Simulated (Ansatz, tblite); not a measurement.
Removing and adding an electron: 1-butyl-3-methylimidazolium dicyanamide, `CCCCn1cc[n+](C)c1.N#C[N-]C#N`. Charge 0, multiplicity 1. Geometry: r2SCAN-D4/def2-SVP. Ansatz, gas phase; energy differences of separate SCF runs; the oxidised species was run as a doublet alone; the reduced species was run as a doublet alone.

Cartesian coordinates in Å:
```
C 1.9765 -3.3517 1.8107
C 1.7648 -2.2267 0.8044
C 1.6949 -0.8499 1.4605
C 1.5176 0.3066 0.4846
N 0.2673 0.2136 -0.2793
C 0.1262 -0.1257 -1.6095
C -1.1983 0.0105 -1.9233
N -1.8416 0.4115 -0.7704
C -3.2546 0.7583 -0.6852
C -0.9357 0.5430 0.2067
H 2.9160 -3.2149 2.3705
H 2.0227 -4.3334 1.3151
H 1.1561 -3.3872 2.5462
H 2.5831 -2.2308 0.0598
H 0.8355 -2.4111 0.2342
H 0.8786 -0.8261 2.2064
H 2.6220 -0.6549 2.0280
H 1.4814 1.2875 0.9902
H 2.3308 0.3296 -0.2567
H 0.9792 -0.4031 -2.2231
H -1.7266 -0.0791 -2.8681
H -3.4512 1.1959 0.3010
H -3.8679 -0.1438 -0.8217
H -3.4570 1.5030 -1.4724
H -1.1195 0.9380 1.2029
N -2.1662 2.8212 -2.7741
C -1.4256 3.3469 -2.0173
N -0.5912 3.9658 -1.2316
C -0.2416 3.4984 -0.0729
N 0.1242 3.1085 0.9842
```

The xTB rows come from tblite.

| level | −HOMO (eV) | vertical IE (eV) | −LUMO (eV) | vertical EA (eV) | HOMO–LUMO gap (eV) | IE − EA (eV) | remarks |
| --- | --- | --- | --- | --- | --- | --- | --- |
| GFN1-xTB | 9.18 | 12.61 | 8.42 | 5.17 | 0.76 | 7.44 | – |
| GFN2-xTB | 8.58 | 12.19 | 7.58 | 4.26 | 1.00 | 7.94 | – |
| PBE-D4/def2-SVP | 4.30 | 7.42 | 1.98 | -0.73 | 2.32 | 8.14 | HOMO above zero (-1 doublet) |
| PBE0-D4/def2-SVP | 5.51 | 7.57 | 1.05 | -0.66 | 4.46 | 8.23 | HOMO above zero (-1 doublet) |

Relaxing the reduced species (r2SCAN-D4/def2-SVP) changes its energy by -0.95 eV at PBE-D4/def2-SVP, so the adiabatic electron affinity to this nearest minimum is 0.23 eV. At PBE0-D4/def2-SVP it is 0.25 eV. The highest occupied level of the relaxed charge -1 doublet lies above zero (up to 1.65 eV). By energy differences its removal costs 0.23 eV (each at its own geometry, to the charge 0 singlet, at PBE-D4/def2-SVP); self-interaction error and the lack of diffuse functions both raise the level.     A HOMO above zero means that the electron is unbound at that level or that self-interaction error raises the level; the energy of removing that electron tells which. Raw xTB energy differences between charge states are shifted by several eV; the methods need an empirical correction for them. Sets without diffuse functions give affinities that are too small. A negative affinity means that the extra electron isn't bound; its size then hangs on the basis.
